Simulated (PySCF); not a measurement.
Dipole moment and polarisability of H2Se3

Species: H2Se3.
Structure used (PBE0-D3(BJ)/def2-SVP), in Å, numbered top down from 1:
```
atom  x, y, z in Å
Se1    0.767   -0.311    1.687
Se2   -0.288    1.133    0.186
Se3   -0.659   -0.107   -1.751
H4     2.142   -0.050    1.221
H5    -1.962   -0.666   -1.343
```

Level: B3LYP/def2-SVPD (PySCF), static field, nuclei fixed, core orbitals frozen in the response. The polarisability tensor in these axes (au):

```
x    82.50  -3.39  24.47
y    -3.39  79.03   0.12
z    24.47   0.12 116.60
```

**Question.** Diagonalise the tensor; give its mean and Δα, where Δα² is half the sum of the squared differences of the eigenvalues.

**Answer.** Principal values 68.81, 79.90 and 129.42 au; mean 92.71 au = 13.74 Å³ = 15.29 × 10⁻⁴⁰ C²·m²/J; Δα = 55.89 au (60 % of the mean).

**Question.** What is the dipole moment, and where does it point?

**Answer.** (0.09, -0.38, -0.08) D, 0.40 D in size, pointing from the negative to the positive side. Measured along this direction, the outermost atoms are Se2 at the negative end and H5 at the positive end.

**Question.** Molar refractivity from α?

**Answer.** Lorentz–Lorenz: R = (4π/3)N_A α = 2.5225 cm³/(mol·Å³) × 13.74 Å³ = 34.7 cm³/mol, in the limit of long wavelengths.

**Question.** Directions of the eigenvectors, and the extent of the frame along each?

**Answer.** Largest value along (0.46, -0.03, 0.89), where the nuclei span 4.16 Å; middle along (-0.24, 0.96, 0.16), 1.56 Å; least along (0.85, 0.29, -0.44), 2.55 Å. The strongest response lies along the longest span, while the other two are in reverse order.

**Question.** How large is μ²/3kT at 298 K beside α?

**Answer.** In Gaussian units μ²/3kT = 1.31 Å³ against 13.74 Å³, a ratio of 0.10; the Debye molar polarisation (4π/3)N_A(α + μ²/3kT) is 38.0 cm³/mol, leaving out the vibrational part.

**Question.** Sum over states: ᾱ = Σ f/ω², ω in Eh. What share falls to these 10 lowest TDDFT singlets (eV, f)? 3.57, 0.0120; 3.67, 0.0218; 3.84, 0.0071; 4.17, 0.0028; 4.21, 0.0000; 4.93, 0.1002; 5.16, 0.0661; 5.44, 0.0180; 5.45, 0.0289; 5.89, 0.0003.

**Answer.** They add up to 8.43 au, 9.1 % of the 92.71 au; the largest single term is 3.05 au, from the state at 4.93 eV. Terms in order: 0.69, 1.20, 0.36, 0.12, 0.00, 3.05, 1.84, 0.45, 0.72, 0.01 au. Higher excitations give the rest. The strengths listed sum to 0.257.

Geometry: PBE0-D3(BJ)/def2-SVP, one conformer, isolated molecule. The calculation is non-relativistic, for selenium too.
